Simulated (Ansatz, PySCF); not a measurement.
The pair A = H2O (SMILES O) (first 3 atoms), B = HF (SMILES F); geometry from B3LYP-D3(BJ)/def2-TZVP.
(charge 0, multiplicity 1):
```xyz
5

O     -0.0849    -0.2722     0.3220
H      0.7239    -0.7519     0.1114
H     -0.1109     0.4892    -0.2683
F     -0.2686     0.3824     2.8667
H     -0.2381     0.1251     1.9584
```

Frozen-core correlation. CBS: X⁻³ extrapolation of the correlation energy, Hartree–Fock from the larger set. MP2 and its Hartree–Fock in aug-cc-pVQZ are density fitted.

Programs: Ansatz (a quantum-chemistry and plane-wave program); PySCF for the dispersion terms. Values without a source in brackets are computed.

The monomers are drawn apart, rigid, along the line of their centres of mass. Counterpoise-corrected interaction energies (kcal/mol):

| level | R = 3.306 Å | R = 3.982 Å |
|---|---|---|
| PBE/def2-TZVPPD | -5.5405 | -2.6788 |
| PBE-D3(BJ)/def2-TZVPPD | -5.7832 | -2.8093 |
| wB97M-V/def2-TZVPPD | -5.5375 | -2.7068 |
| MP2/CBS(aug-cc-pVTZ, aug-cc-pVQZ) + ΔCCSD(T)/aug-cc-pVTZ | -5.5167 | -2.7075 |

**Question.** R is the distance of the centres of mass. Find the local exponent m of E ∝ R⁻ᵐ between the two points.

**Answer.** 
m = ln(E₁/E₂)/ln(R₂/R₁): PBE/def2-TZVPPD 3.9; PBE-D3(BJ)/def2-TZVPPD 3.9; wB97M-V/def2-TZVPPD 3.8; MP2/CBS(aug-cc-pVTZ, aug-cc-pVQZ) + ΔCCSD(T)/aug-cc-pVTZ 3.8. For scale, two fixed dipoles give m = 3, dipole and quadrupole 4, quadrupoles 5, and dispersion or dipole-induced dipole 6 at long range; at these distances several terms mix, and what is left of overlap and damping shifts m, so it need not match one of them.
